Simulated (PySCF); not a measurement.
Working with the constants of GeCl

UHF-CCSD(T) constants of GeCl, ²Π (doublet), unpaired electrons π ↑ (PySCF, no relativity, basis sets Ge aug-pcseg-1, Cl aug-pcseg-1; masses 73.9212 and 34.9689 u):

| Item | Value |
| --- | --- |
| ωe | 378.5 cm⁻¹ |
| ωexe | 1.22 cm⁻¹ |
| Be | 0.14289 cm⁻¹ |
| αe | 0.000700 cm⁻¹ |
| D (centrifugal) | 8.15e-08 cm⁻¹ |
| De to Ge + Cl | 3.63 eV |

Question: Give the vibrational terms G(v) and spacings up to v = 6.

Answer: G(v) = ωe(v+½) − ωexe(v+½)².

```csv
v,G(v) (cm⁻¹),G(v) − G(v−1),Bv (cm⁻¹)
0,188.9,,0.1425
1,565.0,376.1,0.1418
2,938.6,373.6,0.1411
3,1309.8,371.2,0.1404
4,1678.5,368.7,0.1397
5,2044.8,366.3,0.1390
6,2408.7,363.9,0.1383
```

Question: How well does the Morse estimate ωe²/(4ωexe) reproduce De, and what is D0?

Answer: It gives 3.64 eV, 100 % of the computed De. D0 = De − G(0) = 3.63 − 0.02 = 3.61 eV.

Correlated steps freeze 14 core orbitals. Correlated levels converge slowly with the basis: in double zeta they bind strong bonds too weakly, by up to about 1 eV, and carry superposition errors of some tenths. Spin–orbit coupling is left out. The state was picked by a PBE0 search and need not be the measured ground state.
